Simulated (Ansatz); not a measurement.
Al₁₀As₉H₂₆, a nanocrystal cut from wurtzite AlAs (hydrogen-capped). Charge 0, multiplicity 2. Geometry PBE-D4/def2-SVP, that of the charge -1 singlet; atoms count from 1.

```xyz
45

Al   -2.0898   -1.6804    3.5810
As    0.1986   -2.8566    3.6405
Al   -4.1797    0.3977    0.9669
As   -3.5749    2.7923    0.4209
As   -1.9023   -0.5468    1.3848
Al   -0.0494    1.0848    1.3194
Al    1.8264   -2.7511    1.7384
As    2.0738   -0.3026    1.4104
Al   -2.0627    3.4775   -1.4872
As    0.0274    2.2611   -0.8509
Al    1.8052    3.9861   -0.9344
Al    3.7060   -0.0162   -0.4383
As    3.8651    2.4790   -0.6043
Al   -1.7289   -2.2699   -0.3424
As    0.5343   -3.3473   -0.2842
As   -1.5494   -0.8644   -2.4231
Al    0.3501    0.7549   -2.7508
Al    1.8553   -3.2063   -2.4264
As    2.3319   -0.7318   -2.3660
H    -2.0543   -0.6706    4.8304
H    -3.1282   -2.9081    3.5286
H     1.0112   -2.4220    4.8603
H     0.0746   -4.3265    4.0426
H    -5.0755    0.3750    2.3054
H    -4.7821   -0.1861   -0.4127
H    -3.0123    3.4201    1.6948
H    -4.8561    3.6309    0.3682
H    -0.0363    2.0787    2.5788
H     3.1751   -3.5712    2.0181
H     2.8403    0.1584    2.6508
H    -1.8472    5.0731   -1.4388
H    -2.7312    2.7967   -2.7896
H     1.8136    4.9635    0.3410
H     2.0082    4.5564   -2.4250
H     5.1305   -0.7262   -0.2465
H     4.6571    2.8912    0.6367
H     4.9696    2.7925   -1.6140
H    -2.8957   -3.3628   -0.4469
H     0.2333   -4.8355   -0.1085
H    -2.8331   -0.0459   -2.5028
H    -1.7539   -1.7177   -3.6716
H     0.3649    1.3819   -4.2250
H     3.2218   -4.0462   -2.3015
H     0.8402   -3.4825   -3.6498
H     3.2285   -0.4773   -3.5775
```

Single mean-field runs in def2-TZVP are fitted with def2-universal-jkfit.

**Question.** Estimate the Mulliken populations of the heavy atoms from the PBE0/def2-TZVP orbitals of Ansatz.

**Answer.** 
```json
{"atom": "Al1", "charge (e)": "0.24", "spin (α − β)": "0.07"}
{"atom": "As2", "charge (e)": "-0.22", "spin (α − β)": "0.01"}
{"atom": "Al3", "charge (e)": "0.25", "spin (α − β)": "0.00"}
{"atom": "As4", "charge (e)": "-0.22", "spin (α − β)": "0.08"}
{"atom": "As5", "charge (e)": "-0.34", "spin (α − β)": "0.21"}
{"atom": "Al6", "charge (e)": "0.27", "spin (α − β)": "0.03"}
{"atom": "Al7", "charge (e)": "0.31", "spin (α − β)": "0.01"}
{"atom": "As8", "charge (e)": "-0.30", "spin (α − β)": "0.02"}
{"atom": "Al9", "charge (e)": "0.25", "spin (α − β)": "0.00"}
{"atom": "As10", "charge (e)": "-0.34", "spin (α − β)": "0.21"}
{"atom": "Al11", "charge (e)": "0.24", "spin (α − β)": "0.07"}
{"atom": "Al12", "charge (e)": "0.31", "spin (α − β)": "0.01"}
{"atom": "As13", "charge (e)": "-0.22", "spin (α − β)": "0.01"}
{"atom": "Al14", "charge (e)": "0.29", "spin (α − β)": "-0.01"}
{"atom": "As15", "charge (e)": "-0.33", "spin (α − β)": "0.00"}
{"atom": "As16", "charge (e)": "-0.19", "spin (α − β)": "0.07"}
{"atom": "Al17", "charge (e)": "0.29", "spin (α − β)": "-0.01"}
{"atom": "Al18", "charge (e)": "0.23", "spin (α − β)": "0.00"}
{"atom": "As19", "charge (e)": "-0.33", "spin (α − β)": "0.00"}
```
Mulliken values depend strongly on the basis.

**Question.** Where does the spin sit?

**Answer.** Summed by element: Al 0.17, As 0.62, H 0.21, of 1 unpaired in all. Largest on single atoms: As5 0.21, As10 0.21, As4 0.08.

**Question.** And the Mayer bond orders between heavy atoms (over 0.3)?

**Answer.** Al1–As2 0.66 (2.57 Å); Al1–As5 0.68 (2.48 Å); As2–Al7 0.74 (2.51 Å); Al3–As4 0.66 (2.53 Å); Al3–As5 0.74 (2.50 Å); As4–Al9 0.66 (2.53 Å); As5–Al6 0.75 (2.47 Å); As5–Al14 0.83 (2.45 Å); Al6–As8 0.76 (2.54 Å); Al6–As10 0.75 (2.47 Å); Al7–As8 0.76 (2.48 Å); Al7–As15 0.81 (2.47 Å); As8–Al12 0.76 (2.48 Å); Al9–As10 0.74 (2.50 Å); As10–Al11 0.68 (2.48 Å); As10–Al17 0.83 (2.45 Å); Al11–As13 0.66 (2.57 Å); Al12–As13 0.74 (2.51 Å); Al12–As19 0.81 (2.47 Å); Al14–As15 0.79 (2.51 Å); Al14–As16 0.70 (2.52 Å); As15–Al18 0.70 (2.52 Å); As16–Al17 0.70 (2.52 Å); Al17–As19 0.79 (2.51 Å); Al18–As19 0.70 (2.52 Å).
